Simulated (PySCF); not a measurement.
## Electron correlation in Xe⁴²⁺ (xenon, charge +42)

[Ne] 3s2, closed-shell 1S. Calculation: PySCF 2.14, in an even-tempered Gaussian basis (16 s from 8.4 bohr⁻², ratio 2.5; 10 p from 11 bohr⁻², ratio 2.5; 4 d from 40 bohr⁻², ratio 2.7; 4 f from 60 bohr⁻², ratio 2.7); no relativity, point nucleus. Frozen: 1s2; 10 electrons correlated; the 17 highest virtual orbitals of each spin left out.

```
  level  correlation energy (mhartree)
   CCSD                        -525.76
    (T)                          -1.81
CCSD(T)                        -527.57
```

Diagnostics: T1 = 0.00029, D1 = 0.0009, largest double amplitude 0.087.

A non-relativistic calculation at this Z misses sizeable relativistic shifts.

Cost of the coupled-cluster step: of the order of 6 core-seconds, for 10 correlated electrons.

Iterations:

```
CC2 = 0
CCSD nocc = 5, nmo = 76
frozen orbitals [0, 77, 78, 79, 80, 81, 82, 83, 84, 85, 86, 87, 88, 89, 90, 91, 92, 93]
max_cycle = 100
direct = 0
conv_tol = 1e-08
conv_tol_normt = 1e-06
diis_space = 8
diis_start_cycle = 0
Init t2, MP2 energy = -5607.03553503002  E_corr(MP2) -0.469982098937118
Init E_corr(CCSD) = -0.469982098937119
cycle = 1  E_corr(CCSD) = -0.506537778111907  dE = -0.0365556792  norm(t1,t2) = 0.032505
cycle = 2  E_corr(CCSD) = -0.518984662383359  dE = -0.0124468843  norm(t1,t2) = 0.0115715
cycle = 3  E_corr(CCSD) = -0.525764730313396  dE = -0.00678006793  norm(t1,t2) = 0.00411546
cycle = 4  E_corr(CCSD) = -0.525753681115481  dE = 1.10491979e-05  norm(t1,t2) = 1.63961e-05
cycle = 5  E_corr(CCSD) = -0.525756572042786  dE = -2.8909273e-06  norm(t1,t2) = 1.52207e-06
cycle = 6  E_corr(CCSD) = -0.525756472758772  dE = 9.92840141e-08  norm(t1,t2) = 1.08699e-07
cycle = 7  E_corr(CCSD) = -0.525756441591829  dE = 3.11669432e-08  norm(t1,t2) = 5.16041e-08
cycle = 8  E_corr(CCSD) = -0.525756425705462  dE = 1.58863674e-08  norm(t1,t2) = 3.36889e-08
cycle = 9  E_corr(CCSD) = -0.525756416745211  dE = 8.96025054e-09  norm(t1,t2) = 2.45666e-08
CCSD converged
E(CCSD) = -5607.091309347828  E_corr = -0.525756416745211
CCSD(T) correction = -0.00180822692082013
```

At this charge a non-relativistic calculation is a model, useful for the Z dependence of the correlation energy.
